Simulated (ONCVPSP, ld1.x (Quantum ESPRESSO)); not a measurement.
# Potentials for Ge compared

Generated with ld1.x 7.5 (TM, RRKJ, ultrasoft, PAW), atompaw 4.2 or ONCVPSP 4.0.1. The cutoff is in Ry: for ld1.x and atompaw files where the sum of valence levels is converged to 10 mRy in a Bessel basis, for ONCV files where the hardest occupied wave has 1 mHa per electron of residual kinetic energy. The error is the largest all-electron minus pseudo excitation energy over each file’s own four to seven test configurations (ionisations up to +4, promotions, holes and added fractions of an electron), all of which were solved. The labels leave out finer settings (local radius, basis sizes, second energies), which also bear on the numbers. Spin-polarised tests are not counted. The rows are a selection from randomly drawn settings: files with unsolved tests, undetermined cutoffs or missed reference levels are left out.

A true bound ghost makes a file unfit for plane-wave use even where its test errors are small: the radial tests pick states by their node count and pass the ghost by.

```tsv
potential	cutoff (Ry)	largest error (meV)	bound ghosts
TM, LDA (PZ), scalar-relativistic, rc 1.80/2.15/2.35 (spd), local d, core correction yes, reference 4s2 4p2	18	-343	none
ONCV, PW91, scalar-relativistic, rc 1.20/1.15/1.15 (spd), local smoothed, core correction yes, reference 3s2 3p6 3d10 4s2 4p2, qcut 12.8/10.2/14.9, projectors 2/2/3	170	-5.6	none
ultrasoft, Wu–Cohen, fully relativistic, rc 1.85/2.40/0.95 (spd), local smoothed, core correction no, reference 3d10 4s1 4p3	180	-14	none
ONCV, PBE, scalar-relativistic, rc 1.55/0.90/0.75 (spd), local d, core correction no, reference 3p6 3d10 4s2, qcut 3.3/14.9/17.6, projectors 2/2/0	288	-17	s
TM, PBE, fully relativistic, rc 1.45/2.05 (sp), local s, core correction no, reference 4s1.75 4p2.25	30	+87	none
ultrasoft, PBEsol, scalar-relativistic, rc 1.90/2.45/1.10 (spd), local smoothed, core correction yes, reference 3d10 4s2 4p2	140	-11	none
```

(1) Fill in the row for Ge: TM semilocal, LDA (PZ), scalar-relativistic, rc 1.75/1.60/1.05 (spd), local d, core correction no, reference 3d10 4s2 4p2.

Answers

(1) cutoff 230 Ry, largest error -374 meV, bound ghosts: none.
